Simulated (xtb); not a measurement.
CHO$_{2}$ (SMILES [O]C=O), doublet, at a GFN2-xTB geometry; GFN2-xTB with ALPB(methanol) in xtb.

xtb was given this input:
```
$ xtb mol.xyz --gfn 2 --uhf 1 --alpb methanol --json

# file mol.xyz
4

O      1.15623491    -0.01312691     0.00983414
C     -0.02457140     0.19152173     0.00045866
O     -1.11548103    -0.30452915    -0.01059486
H     -0.17860263     1.39211811     0.00333384
```

What does xtb print? Leave out banner, timings and long lists.


```
   ID    Z sym.   atoms
    1    8 O      1, 3
    2    6 C      2
    3    1 H      4

           -------------------------------------------------
          |                Calculation Setup                |
           -------------------------------------------------

           -------------------------------------------------
          |                 G F N 2 - x T B                 |
           -------------------------------------------------

      * Solvation model:               ALPB
        Solvent                        methanol
        Parameter file                 internal GFN2-xTB/ALPB
        Dielectric constant                3.2700E+01
        Reference state                gsolv [1 M gas/solution]
        Free energy shift                  3.9449E-03 Eh       2.4755E+00 kcal/mol
        Temperature                        2.9815E+02 K
        Density                            7.9200E-01 kg/L
        Solvent mass                       3.2040E+01 g/mol
        Interaction kernel             P16
        Born radius scaling (c1)           1.6600E+00
        Born radii integrator          GBOBC
        Born offset                        0.0000E+00 a0       0.0000E+00 AA
        H-bond correction              true
        Ion screening                  false
        Surface tension                    1.0000E-05 Eh       1.5569E+01 dyn/cm
        Grid points                               230 per atom

          ...................................................
          :                      SETUP                      :
          :.................................................:
          :  # basis functions                  13          :
          :  # atomic orbitals                  13          :
          :  # shells                            7          :
          :  # electrons                        17          :
          :  max. iterations                   250          :
          :  Hamiltonian                  GFN2-xTB          :
          :  restarted?                      false          :
          :  GBSA solvation                   true          :
          :  PC potential                    false          :
          :  electronic temp.          300.0000000     K    :
          :  accuracy                    1.0000000          :
          :  -> integral cutoff          0.2500000E+02      :
          :  -> integral neglect         0.1000000E-07      :
          :  -> SCF convergence          0.1000000E-05 Eh   :
          :  -> wf. convergence          0.1000000E-03 e    :
          :  Broyden damping             0.4000000          :
          :  net charge                          0          :
          :  unpaired electrons                  1          :
          ...................................................

 iter      E             dE          RMSdq      gap      omega  full diag
   1    -10.7706355 -0.107706E+02  0.629E+00    5.16       0.0  T
   2    -10.7895169 -0.188814E-01  0.300E+00    4.73       1.0  T
   3    -10.7901353 -0.618458E-03  0.150E+00    5.01       1.0  T
   4    -10.7910149 -0.879522E-03  0.181E-01    4.96       1.0  T
   5    -10.7910172 -0.230815E-05  0.771E-02    4.94       1.0  T
   6    -10.7910289 -0.117427E-04  0.353E-02    4.93       1.4  T
   7    -10.7910323 -0.336287E-05  0.151E-03    4.93      33.1  T
   8    -10.7910323 -0.406733E-08  0.413E-04    4.93     121.1  T
   9    -10.7910323 -0.229594E-10  0.481E-05    4.93    1039.5  T

   *** convergence criteria satisfied after 9 iterations ***

         :::::::::::::::::::::::::::::::::::::::::::::::::::::
         ::                     SUMMARY                     ::
         :::::::::::::::::::::::::::::::::::::::::::::::::::::
         :: total energy             -10.704787347015 Eh    ::
         :: total w/o Gsasa/hb       -10.704071162848 Eh    ::
         :: gradient norm              0.007838990439 Eh/a0 ::
         :: HOMO-LUMO gap              4.934063879114 eV    ::
         ::.................................................::
         :: SCC energy               -10.791032279850 Eh    ::
         :: -> isotropic ES            0.050120489604 Eh    ::
         :: -> anisotropic ES          0.003877468838 Eh    ::
         :: -> anisotropic XC         -0.001217002546 Eh    ::
         :: -> dispersion             -0.000891405689 Eh    ::
         :: -> Gsolv                  -0.007290837127 Eh    ::
         ::    -> Gelec               -0.006574652960 Eh    ::
         ::    -> Gsasa               -0.002336453697 Eh    ::
         ::    -> Ghb                 -0.002324650287 Eh    ::
         ::    -> Gshift               0.003944919816 Eh    ::
         :: repulsion energy           0.086244932835 Eh    ::
         :: add. restraining           0.000000000000 Eh    ::
         :: total charge               0.000000000000 e     ::
         :::::::::::::::::::::::::::::::::::::::::::::::::::::

           -------------------------------------------------
          |                Property Printout                |
           -------------------------------------------------

    * Orbital Energies and Occupations

         #    Occupation            Energy/Eh            Energy/eV
      -------------------------------------------------------------
         1        2.0000           -0.7818398             -21.2749
         2        2.0000           -0.7664102             -20.8551
         3        2.0000           -0.6602325             -17.9658
         4        2.0000           -0.6316611             -17.1884
         5        2.0000           -0.6260212             -17.0349
         6        2.0000           -0.5844910             -15.9048
         7        2.0000           -0.5072410             -13.8027
         8        2.0000           -0.5013120             -13.6414
         9        1.0000           -0.4258556             -11.5881 (HOMO)
        10                         -0.2445321              -6.6541 (LUMO)
        11                          0.0227197               0.6182
        12                          0.3091828               8.4133
        13                          0.8520575              23.1857
      -------------------------------------------------------------
                  HL-Gap            0.1813235 Eh            4.9341 eV
             Fermi-level           -0.3993888 Eh          -10.8679 eV

     #   Z          covCN         q      C6AA      α(0)
     1   8 O        0.856    -0.325    20.243     6.032
     2   6 C        2.591     0.392    20.401     7.386
     3   8 O        0.856    -0.325    20.243     6.032
     4   1 H        0.880     0.259     0.849     1.442

 Mol. C6AA /au·bohr⁶  :        206.869338
 Mol. C8AA /au·bohr⁸  :       4578.205997
 Mol. α(0) /au        :         20.892361

Wiberg/Mayer (AO) data.
largest (>0.10) Wiberg bond orders for each atom

 ---------------------------------------------------------------------------
     #   Z sym  total        # sym  WBO       # sym  WBO       # sym  WBO
 ---------------------------------------------------------------------------
     1   8 O    2.187 --     2 C    1.677     3 O    0.408     4 H    0.103
     2   6 C    3.940 --     3 O    1.677     1 O    1.677     4 H    0.586
     3   8 O    2.187 --     2 C    1.677     1 O    0.408     4 H    0.103
     4   1 H    0.791 --     2 C    0.586     3 O    0.103     1 O    0.103
 ---------------------------------------------------------------------------

Topologies differ in total number of bonds
Writing topology from bond orders to xtbtopo.mol

molecular dipole:
                 x           y           z       tot (Debye)
 q only:       -0.130       1.017       0.002
   full:       -0.143       1.115       0.003       2.858
molecular quadrupole (traceless):
                xx          xy          yy          xz          yz          zz
 q only:       -3.833      -0.919       3.216      -0.041       0.001       0.617
  q+dip:       -5.412      -1.271       4.336      -0.060       0.001       1.075
   full:       -5.974      -1.336       4.267      -0.070      -0.002       1.707

           -------------------------------------------------
          | TOTAL ENERGY              -10.704787347015 Eh   |
          | GRADIENT NORM               0.007838990439 Eh/α |
          | HOMO-LUMO GAP               4.934063879114 eV   |
           -------------------------------------------------

normal termination of xtb
```
